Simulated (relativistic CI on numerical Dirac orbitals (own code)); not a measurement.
Inner-shell lines of Kr22+

Computed by Dirac-Coulomb-Breit CI, KLI orbitals optimised for each configuration, model QED (radiative potential, 1s self-energy scaled to tabulated hydrogen-like ionisation energies), valence Slater integrals scaled by 0.9 (own radial code, finite nucleus).

CI space (outside the closed core 1s2 2s2): 2p⁶3s²3p², 2p⁵3s²3p²3d, 2p⁵3s²3p²4s, 2p⁵3s²3p²4d, 2p⁵3s3p³4s, 2p⁶3s3p³. Levels of other configurations are missing.

The table holds the strongest lines. The upper levels have an inner-shell vacancy. Auger decay, open to those above the ionisation limit, is not computed, and radiative decays to configurations outside the model are missing too. Absolute energies can be off by a few tenths of a per cent, so close lines can change order. LS names give the leading component, which can be well under half, for lower levels too. Brackets number the levels in order of energy.

```
  λ (Å)                   Upper              Lower   A (s⁻¹)  gA (s⁻¹)
7.15079   2p⁵3s²3p²3d ³D°3 [67]  2p⁶3s²3p² ³P2 [3]  1.59e+13  1.11e+14
7.13221   2p⁵3s²3p²3d ³D°3 [95]  2p⁶3s²3p² ¹D2 [4]  2.66e+13  1.86e+14
7.11721   2p⁵3s²3p²3d ¹P°1 [75]  2p⁶3s²3p² ³P1 [2]  2.43e+13  7.28e+13
7.11658   2p⁵3s²3p²3d ³D°3 [82]  2p⁶3s²3p² ³P2 [3]  1.30e+13  9.10e+13
7.11531  2p⁵3s²3p²3d ³D°3 [104]  2p⁶3s²3p² ¹D2 [4]  2.01e+13  1.40e+14
7.11064  2p⁵3s²3p²3d ³D°1 [115]  2p⁶3s²3p² ¹S0 [5]  4.51e+13  1.35e+14
7.10565   2p⁵3s²3p²3d ³P°1 [85]  2p⁶3s²3p² ³P2 [3]  4.17e+13  1.25e+14
 7.1022   2p⁵3s²3p²3d ³F°3 [88]  2p⁶3s²3p² ³P2 [3]  1.27e+13  8.89e+13
7.09332  2p⁵3s²3p²3d ¹P°1 [109]  2p⁶3s²3p² ¹D2 [4]  3.16e+13  9.47e+13
 7.0859  2p⁵3s²3p²3d ³P°1 [113]  2p⁶3s²3p² ¹D2 [4]  3.08e+13  9.24e+13
7.08077  2p⁵3s²3p²3d ³P°2 [114]  2p⁶3s²3p² ¹D2 [4]  2.92e+13  1.46e+14
7.01687  2p⁵3s²3p²3d ³D°1 [105]  2p⁶3s²3p² ³P0 [1]  3.02e+13  9.05e+13
6.96446  2p⁵3s²3p²3d ³D°2 [126]  2p⁶3s²3p² ³P1 [2]  2.15e+13  1.07e+14
6.95636  2p⁵3s²3p²3d ¹D°2 [148]  2p⁶3s²3p² ¹D2 [4]  1.54e+13  7.68e+13
6.95165  2p⁵3s²3p²3d ³D°3 [133]  2p⁶3s²3p² ³P2 [3]  1.66e+13  1.16e+14
6.94097  2p⁵3s²3p²3d ¹F°3 [155]  2p⁶3s²3p² ¹D2 [4]  2.85e+13  1.99e+14
 6.9356  2p⁵3s²3p²3d ³P°2 [141]  2p⁶3s²3p² ³P2 [3]  3.68e+13  1.84e+14
6.93485  2p⁵3s²3p²3d ³D°1 [136]  2p⁶3s²3p² ³P1 [2]  3.79e+13  1.14e+14
6.91877  2p⁵3s²3p²3d ¹F°3 [145]  2p⁶3s²3p² ³P2 [3]  1.21e+13  8.49e+13
 6.9186  2p⁵3s²3p²3d ³D°1 [131]  2p⁶3s²3p² ³P0 [1]  4.60e+13  1.38e+14
6.91141  2p⁵3s²3p²3d ³D°2 [165]  2p⁶3s²3p² ¹D2 [4]  1.51e+13  7.53e+13
 6.9105  2p⁵3s²3p²3d ³G°3 [166]  2p⁶3s²3p² ¹D2 [4]  2.29e+13  1.61e+14
6.91043  2p⁵3s²3p²3d ³P°1 [150]  2p⁶3s²3p² ³P2 [3]  5.25e+13  1.58e+14
6.90783  2p⁵3s²3p²3d ³D°3 [151]  2p⁶3s²3p² ³P2 [3]  2.33e+13  1.63e+14
6.90162  2p⁵3s²3p²3d ¹P°1 [167]  2p⁶3s²3p² ¹D2 [4]  4.87e+13  1.46e+14
6.89058  2p⁵3s²3p²3d ¹P°1 [173]  2p⁶3s²3p² ¹S0 [5]  3.77e+13  1.13e+14
6.87451  2p⁵3s²3p²3d ³P°2 [171]  2p⁶3s²3p² ¹D2 [4]  2.28e+13  1.14e+14
6.87371  2p⁵3s²3p²3d ¹F°3 [172]  2p⁶3s²3p² ¹D2 [4]  1.57e+13  1.10e+14
 5.7434  2p⁵3s²3p²4d ³D°3 [333]  2p⁶3s²3p² ¹D2 [4]  1.72e+13  1.20e+14
5.74088  2p⁵3s²3p²4d ¹D°2 [288]  2p⁶3s²3p² ³P2 [3]  1.73e+13  8.63e+13
5.74073  2p⁵3s²3p²4d ³P°1 [289]  2p⁶3s²3p² ³P2 [3]  2.77e+13  8.31e+13
5.74065  2p⁵3s²3p²4d ³P°2 [336]  2p⁶3s²3p² ¹D2 [4]  2.16e+13  1.08e+14
5.73971  2p⁵3s²3p²4d ¹F°3 [292]  2p⁶3s²3p² ³P2 [3]  1.82e+13  1.27e+14
 5.7366  2p⁵3s²3p²4d ¹P°1 [339]  2p⁶3s²3p² ¹D2 [4]  2.53e+13  7.60e+13
5.60766  2p⁵3s²3p²4d ³D°3 [438]  2p⁶3s²3p² ¹D2 [4]  1.17e+13  8.17e+13
```
